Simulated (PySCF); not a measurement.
HO (SMILES [OH-]), charge -1, singlet, geometry from GFN2-xTB. Base run: MP2/cc-pVTZ run with PySCF.

The PySCF input:
```python
from pyscf import gto, scf, mp

mol = gto.Mole()
mol.atom = '''
    O    -0.00000000   -0.00000000   -0.10875384
    H     0.00000000    0.00000000    0.87003075
'''
mol.basis = 'cc-pvtz'
mol.charge = -1
mol.verbose = 4
mol.build()

mf = scf.RHF(mol)
mf.kernel()

pt = mp.MP2(mf)
pt.kernel()
print('E(MP2) = %.10f' % pt.e_tot)
mf.analyze()
```

Each row names what was changed in the base input (with any setting that the change needs).

| change | ΔE vs base (mEh) | MP2 correlation (Eh) | basis functions |
|---|---|---|---|
| base | 0.000 | -0.27776 | 44 |
| cart = on | -8.631 | -0.28285 | 50 |
| density fitting = JK and correlation | 0.214 | -0.27756 | 44 |
| frozen = 1 | 12.551 | -0.26520 | 44 |
| method = ccsd | -2.147 | -0.27776 | 44 |
| method = ccsd(t) | -10.133 | -0.27776 | 44 |
| frozen = 2 | 94.625 | -0.18313 | 44 |
| method = cisd | 10.144 | - | 44 |
